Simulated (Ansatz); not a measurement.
Abridged output of a molecular run in Ansatz:

```
Functional definition: HF
1198 factors; integrals over basis functions are off by at most 1.2e-3 eV
mean field evaluation 1: about -13573.6565 eV, gradient 3.9e1 eV
mean field evaluation 2: about -13573.6599 eV, gradient 3.9e1 eV
mean field evaluation 4: about -13577.4011 eV, gradient 3.8e0 eV
mean field evaluation 8: about -13577.4500 eV, gradient 2.7e-4 eV
mean field -13577.44999487 eV, -498.9620841852 hartree, gradient 1.1e-6 eV, S^2 0.000000; 0 other end points of the search recorded, 0 dependent functions left out
9 core orbitals not correlated: weight in the atoms' cores, before any rotation towards them, 1.000 or more for the frozen orbitals, at most 0.000 for the correlated occupied ones
reference -13577.44999487 eV, -498.9620841852 hartree; 16, 16 occupied and 94, 94 virtual orbitals, 1198 factors
second order -20.30435091 eV of doubles, -0.00000000 eV of singles
cycle   1  -21.30954083 eV  change    -1.0e0 eV  update   9.4e-2
cycle   2  -21.85426386 eV  change   -5.4e-1 eV  update   2.7e-2
cycle   3  -21.95385297 eV  change   -1.0e-1 eV  update   1.2e-2
cycle   4  -21.95184738 eV  change    2.0e-3 eV  update   3.1e-3
cycle   5  -21.95176709 eV  change    8.0e-5 eV  update   1.3e-3
cycle   6  -21.95178539 eV  change   -1.8e-5 eV  update   4.4e-4
cycle   7  -21.95153814 eV  change    2.5e-4 eV  update   1.6e-4
cycle   8  -21.95149642 eV  change    4.2e-5 eV  update   5.5e-5
cycle   9  -21.95150183 eV  change   -5.4e-6 eV  update   1.9e-5
perturbative correction -0.58218434 eV, -0.0213948799 hartree
Total energy: -13599.98368104 eV, -499.7901818781 hartree
```

Its atoms:

```xyz
14

C    -1.219   -0.298   -1.815
Si   -0.622   -0.695   -0.093
C     0.865    0.363    0.452
N     1.210    0.236    1.854
O     0.528    1.706    0.163
H    -0.442   -0.506   -2.554
H    -2.101   -0.888   -2.075
H    -1.477    0.761   -1.882
H    -0.205   -2.124    0.014
H    -1.694   -0.459    0.919
H     1.763    0.066   -0.113
H     1.853   -0.526    2.022
H     0.396    0.113    2.445
H     1.145    2.251    0.665
```

**Question.** Which basis set was used?
A. def2-TZVPPD
B. def2-QZVPP
C. def2-SVP
D. cc-pV(Q+d)Z

**Answer.** C. It gives 119 functions.

**Question.** Write the keys of the input that set method, charge and spin (a neutral closed shell needs none for the last two).

**Answer.** 
```yaml
correlation: {method: ccsd_t}
```
